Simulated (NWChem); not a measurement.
## A calculation on silacyclobutane (C₃H₈Si)

```xyz
12

C     -1.0020    -0.9058     0.0000
C     -0.1456    -0.3997    -1.2064
Si     0.6468     0.8460     0.0000
C     -0.1456    -0.3997     1.2064
H     -1.2009    -1.9913     0.0000
H     -1.9825    -0.4013     0.0000
H      0.5849    -1.1606    -1.5285
H     -0.7045    -0.0655    -2.0928
H     -0.0029     2.1919     0.0000
H      2.1294     1.0414     0.0000
H      0.5849    -1.1606     1.5285
H     -0.7045    -0.0655     2.0928
```
Charge 0, spin multiplicity 1.

The numbers come from NWChem runs, not from measurements. The geometry was optimised at B3LYP/def2-SVP, a minimum by its harmonic frequencies. It is one conformer; others weren't searched.

The stability of the SCF solutions was not checked.

Worked example. At BLYP/def2-TZVP the molecule has a total energy of -408.57194 Ha and the free atoms (multiplicities C 3, Si 3, H 2) Si -289.37739, H -0.49755, C -37.84656 Ha. The electronic atomisation energy is the atoms' sum less the molecule's energy.

3·(-37.84656) + 1·(-289.37739) + 8·(-0.49755) = -406.89747 Ha for the atoms; less the molecule's energy this leaves 1.67447 Ha, or 1050.7 kcal/mol (4396 kJ/mol), without zero-point, thermal or spin-orbit terms.
